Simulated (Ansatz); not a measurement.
Calculated with Ansatz (gas phase, PBE0-D4/def2-TZVP geometries, no zero-point term in ΔE). CCSD(T)/CBS adds triple-zeta CCSD(T) − MP2 to the extrapolated MP2 energy (def2 sets, frozen cores). This one scheme is used for every species. DFT in def2-TZVPP. Each species was taken in one conformer, which may not be the lowest.

`C=C[SiH](F)O[SiH3]` + H₂ → `F[SiH2]O[SiH3]` + `C=C`  (hydrogenolysis of the Si–C bond)

(1) Is it downhill or uphill in electronic energy at CCSD(T)/CBS, and by how much? (Best estimate.)

(2) What do these levels give: PBE0-D4, r2SCAN0, RPA@PBE/def2-TZVPP, CCSD(T)/def2-SVP, CCSD/def2-TZVPP, CCSD(T)/def2-TZVPP? (An estimate is asked.)

Largest T1 diagnostic among the species: 0.012.

Answers

(1) The calculation gave: Downhill: ΔE = -7.9 kJ/mol.

(2) Computed: PBE0-D4 -6.4, r2SCAN0 -9.4, RPA@PBE/def2-TZVPP -11.6, CCSD(T)/def2-SVP -17.3, CCSD/def2-TZVPP -14.7, CCSD(T)/def2-TZVPP -9.7 kJ/mol.

In def2-TZVPP, CCSD(T) changes the Hartree–Fock value by +23.4 kJ/mol (the triples alone add +5.0 kJ/mol) and MP2 by +28.1 kJ/mol. Leaving LDA and LC-ωPBE aside and taking each functional with its dispersion term where it has one, the values, not all of them listed here, spread over 17.2 kJ/mol, from B2PLYP to revPBE-D4. LDA lies +8.6 kJ/mol from PBE without D4. The D4 term adds +12.9 kJ/mol with B3LYP and +7.3 kJ/mol with PBE0; it sums over pairs of atoms, weighted by their polarisabilities, and B3LYP, whose exchange is more repulsive, gets the larger term.

B3LYP here is the variant with VWN-RPA as its local correlation; programs differ in this.
